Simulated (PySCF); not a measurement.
A side-by-side comparison of computed properties.

First species: BH9Si3.
InChI=1S/BH9Si3/c1-3-4-2/h1,3-4H2,2H3

Second species: C2H10F3PSi3.
InChI=1S/C2H10F3PSi3/c3-2(4,5)1-9-6(7)8/h1,9H2,7-8H3

Levels: CAM-B3LYP/def2-SVPD for dipole moment, HOMO energy, LUMO energy, HOMO–LUMO gap, static isotropic polarisability and electronic spatial extent ⟨r²⟩ about the centre of nuclear charge; TDDFT CAM-B3LYP/def2-SVPD for lowest singlet excitation; TDA CAM-B3LYP/def2-SVPD for lowest triplet excitation (Tamm–Dancoff); ΔSCF CAM-B3LYP/def2-SVPD for vertical ionisation energy; PBE0-D3(BJ)/def2-SVP for rotational constant A and rotational constant C. Geometries: PBE0-D3(BJ)/def2-SVP. Each structure is a single optimised conformer of the isolated species, non-relativistic unless stated; the electronic structure was computed with PySCF and density fitting.

Dipoles, sizes and rotational constants follow the conformer. The torsions of the flexible species, by atom-mapped SMILES:
- `[BH2:1][SiH2:2][SiH2:3][SiH3:4]`: B1–Si2–Si3–Si4 -62°
- `[F:1][C:2]([F:3])([F:4])[CH2:5][SiH2:6][P:7]([SiH3:8])[SiH3:9]`: F1–C2–C5–Si6 -175°, C2–C5–Si6–P7 -174°, C5–Si6–P7–Si8 177°

Question: Which has the higher HOMO–LUMO gap?

Answer: The second: 9.37 eV against 7.62 eV, a difference of 1.75 eV.

Question: Which of the two has the higher HOMO energy, and by how much?

Answer: The second: -8.75 eV against -9.02 eV, a difference of 0.27 eV.

Question: Which of the two has the higher static isotropic polarisability, and by how much?

Answer: The second: 139.1 au against 108.2 au, a difference of 30.9 au.

Question: Which of the two has the higher vertical ionisation energy, and by how much?

Answer: The first: 9.67 eV against 9.29 eV, a difference of 0.38 eV.

Question: Which has the higher LUMO energy?

Answer: The second: 0.62 eV against -1.40 eV, a difference of 2.02 eV.

Question: Which has the higher rotational constant C?

Answer: The first: 1.384 GHz against 0.324 GHz, a difference of 1.060 GHz.

Question: Which of the two has the higher T1 energy, and by how much?

Answer: The second: 5.52 eV against 3.32 eV, a difference of 2.20 eV.

Question: Which of the two has the higher dipole moment, and by how much?

Answer: The second: 2.20 D against 0.20 D, a difference of 2.00 D.

On the first: The principal polarisabilities are 92.8, 106.6 and 125.2 au; their mean is the isotropic value. The ΔSCF ionisation energy exceeds −ε(HOMO) by 0.65 eV with CAM-B3LYP.

On the second: The dipole matches unit charges of opposite sign 0.46 Å apart (1 e·Å = 4.8032 D). The polarisability is 20.61 Å³ as a volume (1 au = 0.148185 Å³), or 1.31 au for each of the 106 electrons.
